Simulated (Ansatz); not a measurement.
Al(Cl)(GeH3)(Me) (CH6AlClGe), SMILES [CH3][Al]([GeH3])[Cl].

The structure is a stationary point at B3LYP-D3(BJ)/def2-SVP. The structure was generated by enumeration; whether it is a known compound was not checked.

Two levels are set side by side: PBE/def2-SVPD (Ansatz, a first-principles code) and PBE0/def2-SVPD (Ansatz). Energy differences of separate SCF runs at the same geometry; the states with an electron removed or added have multiplicity 2 and 2. Differences are taken from unrounded values.

| quantity | PBE0 |
|---|---|
| vertical ionisation energy (eV) | 9.46 |
| vertical singlet–triplet gap (eV) | 4.11 |

Task: What does PBE give, and how far is it from PBE0? (An estimate is asked for; the answer gives what the named calculation found.)

Result: 
```
quantity                            PBE  PBE minus PBE0
---------------------------------  ----  --------------
vertical ionisation energy (eV)    9.16           -0.30
vertical singlet–triplet gap (eV)  3.86           -0.24
```
